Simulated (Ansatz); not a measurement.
Ga(PF3)H3 (GaPH₃F₃). The state is a singlet with charge 0. Geometry PBE0-D4/def2-SVP.

Cartesian coordinates in Å:
```
F 1.061 -0.359 1.948
F -0.909 -1.582 1.309
F -1.063 0.762 1.826
Ga 0.257 0.332 -1.435
P -0.174 -0.226 0.976
H -1.264 0.278 -1.834
H 1.168 -0.927 -1.679
H 0.924 1.720 -1.111
```

Another isomer (singlet) lies 1.34 eV lower at PBE0-D4/def2-TZVP; other spin states weren't run for this one.

**Question.** Estimate the orbital energies around the gap (eV) in Ansatz with LDA (SPW92)/def2-TZVP, PBE-D4/def2-TZVP, r2SCAN-D4/def2-TZVP, r2SCANh-D4/def2-TZVP, BHLYP-D4/def2-TZVP.

**Answer.** 
| orbital | LDA (SPW92)/def2-TZVP | PBE-D4/def2-TZVP | r2SCAN-D4/def2-TZVP | r2SCANh-D4/def2-TZVP | BHLYP-D4/def2-TZVP |
| --- | --- | --- | --- | --- | --- |
| HOMO−13 | -19.78 | -19.42 | -19.99 | -21.28 | -26.19 |
| HOMO−12 | -17.68 | -17.52 | -18.21 | -19.09 | -22.19 |
| HOMO−11 | -14.78 | -14.54 | -15.18 | -15.98 | -18.86 |
| HOMO−10 | -14.78 | -14.54 | -15.18 | -15.98 | -18.86 |
| HOMO−9 | -14.04 | -13.79 | -14.39 | -15.21 | -18.18 |
| HOMO−8 | -12.76 | -12.51 | -13.12 | -13.94 | -16.94 |
| HOMO−7 | -12.76 | -12.51 | -13.12 | -13.94 | -16.94 |
| HOMO−6 | -11.79 | -11.55 | -12.14 | -12.95 | -15.90 |
| HOMO−5 | -11.78 | -11.54 | -12.14 | -12.95 | -15.90 |
| HOMO−4 | -11.78 | -11.54 | -12.01 | -12.64 | -15.50 |
| HOMO−3 | -11.37 | -11.15 | -11.75 | -12.55 | -14.89 |
| HOMO−2 | -8.66 | -8.50 | -8.82 | -9.33 | -11.21 |
| HOMO−1 | -7.45 | -7.35 | -7.66 | -8.12 | -9.79 |
| HOMO | -7.45 | -7.35 | -7.66 | -8.12 | -9.79 |
| LUMO | -2.20 | -1.95 | -1.75 | -1.41 | -0.01 |
| LUMO+1 | -2.20 | -1.94 | -1.75 | -1.41 | -0.01 |
| LUMO+2 | -1.34 | -1.05 | -0.66 | -0.38 | 0.58 |
| LUMO+3 | -0.17 | 0.07 | 0.52 | 0.84 | 1.94 |
| LUMO+4 | 1.20 | 1.42 | 1.97 | 2.18 | 2.76 |
| LUMO+5 | 1.20 | 1.42 | 1.97 | 2.18 | 2.76 |
